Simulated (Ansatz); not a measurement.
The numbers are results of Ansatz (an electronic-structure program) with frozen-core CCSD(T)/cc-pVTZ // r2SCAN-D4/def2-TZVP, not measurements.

Ansatz 0.2 input:
```yaml
crystal:
  periodic: [false, false, false]
  atoms:
    - { symbol: C, position_ang: [1.461161, 0.145936, -0.210014] }
    - { symbol: C, position_ang: [0.168861, -0.122488, 0.021639] }
    - { symbol: C, position_ang: [-0.943827, 0.751253, -0.468225] }
    - { symbol: N, position_ang: [-0.271903, -1.271742, 0.672172] }
    - { symbol: H, position_ang: [1.745019, 1.008087, -0.79612] }
    - { symbol: H, position_ang: [2.250772, -0.50136, 0.154802] }
    - { symbol: H, position_ang: [-1.614902, 0.187456, -1.123527] }
    - { symbol: H, position_ang: [-1.544783, 1.12144, 0.370415] }
    - { symbol: H, position_ang: [-0.556016, 1.608947, -1.014786] }
    - { symbol: H, position_ang: [-1.129501, -1.165379, 1.193809] }
    - { symbol: H, position_ang: [0.43512, -1.762151, 1.199834] }
basis:
  gaussian: { orbitals: cc-pVTZ }
correlation:
  method: ccsd_t
```

Output:

```
Functional definition: HF
1234 factors; integrals over basis functions are off by at most 9.3e-4 eV
mean field evaluation 1: about -4681.6143 eV, gradient 3.7e1 eV
mean field evaluation 2: about -4681.6176 eV, gradient 3.7e1 eV
mean field evaluation 4: about -4685.0370 eV, gradient 3.3e0 eV
mean field evaluation 8: about -4685.0787 eV, gradient 4.0e-4 eV
mean field evaluation 16: about -4685.0767 eV, gradient 2.9e-1 eV
mean field -4685.07869387 eV, -172.1734663394 hartree, gradient 3.3e-6 eV, S^2 0.000000; 0 other end points of the search recorded, 0 dependent functions left out
4 core orbitals not correlated
reference -4685.07869387 eV, -172.1734663394 hartree; 12, 12 occupied and 202, 202 virtual orbitals, 1234 factors
second order -19.61357486 eV of doubles, -0.00000000 eV of singles
cycle   1  -20.00687169 eV  change   -3.9e-1 eV  update   8.8e-2
cycle   2  -20.47648017 eV  change   -4.7e-1 eV  update   2.6e-2
cycle   3  -20.56959416 eV  change   -9.3e-2 eV  update   1.3e-2
cycle   4  -20.56357512 eV  change    6.0e-3 eV  update   3.4e-3
cycle   5  -20.56391291 eV  change   -3.4e-4 eV  update   1.4e-3
cycle   6  -20.56406269 eV  change   -1.5e-4 eV  update   4.3e-4
cycle   7  -20.56383974 eV  change    2.2e-4 eV  update   1.3e-4
cycle   8  -20.56382846 eV  change    1.1e-5 eV  update   5.7e-5
cycle   9  -20.56384083 eV  change   -1.2e-5 eV  update   1.7e-5
perturbative correction -0.86730980 eV, -0.0318730474 hartree
Total energy: -4706.50984450 eV, -172.9610465985 hartree
```

Cost: roughly 90 core-seconds.
